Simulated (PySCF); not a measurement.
Lowest triplet excitation (TDA) (eV) of eight silicon and germanium compounds: TDDFT-PBE beside TDDFT-CAM-B3LYP, computed with PySCF for isolated molecules in the bases named; differences from unrounded values. The eight are the first of their class met in an unordered collection, after screening for sound electronic states; none was chosen by its value. Each molecule has one DFT geometry for both levels.

| molecule | basis | TDDFT-CAM-B3LYP | TDDFT-PBE | difference |
|---|---|---|---|---|
| C3H7FOSi, SMILES C(C[Si@@H](F)O)=C | def2-SVPD | 4.18 | 4.24 | 0.06 |
| FH₆N₃Si, SMILES N[Si](N)(N)F | def2-SVPD | 6.05 | 5.14 | -0.92 |
| SiHClBr2, SMILES Cl[SiH](Br)Br | def2-SVPD | 6.00 | 5.31 | -0.70 |
| Si(H)2(Me)(vinyl) (C3H8Si), SMILES C[SiH2]C=C | def2-SVPD | 4.20 | ? | ? |
| Si(CCH)2(H)(Me) (C5H6Si), SMILES C#C[SiH](C#C)C | def2-SVPD | 4.88 | ? | ? |
| ClGe2H5, SMILES [GeH2]([GeH3])[Cl] | def2-SVPD | 5.60 | 5.07 | -0.53 |
| C2H4ClFSi2, SMILES C#C[Si@H](F)[SiH2]Cl | def2-SVPD | 4.61 | ? | ? |
| C₂H₇ClSi₂, SMILES C=C[SiH2][SiH2]Cl | def2-SVPD | 4.07 | 4.01 | -0.05 |

### Question
Fill in the missing entries. (Estimate from the structure and the level; the computed values follow.)

### Answer

- C2H4ClFSi2, SMILES C#C[Si@H](F)[SiH2]Cl, TDDFT-PBE: 4.40
- C2H4ClFSi2, SMILES C#C[Si@H](F)[SiH2]Cl, difference: -0.21
- Si(CCH)2(H)(Me) (C5H6Si), SMILES C#C[SiH](C#C)C, TDDFT-PBE: 4.84
- Si(CCH)2(H)(Me) (C5H6Si), SMILES C#C[SiH](C#C)C, difference: -0.04
- Si(H)2(Me)(vinyl) (C3H8Si), SMILES C[SiH2]C=C, TDDFT-PBE: 4.30
- Si(H)2(Me)(vinyl) (C3H8Si), SMILES C[SiH2]C=C, difference: 0.10

TDDFT-PBE lies below TDDFT-CAM-B3LYP in 6 and above it in 2 of the eight; the mean signed difference is -0.29 and the largest -0.92 eV.
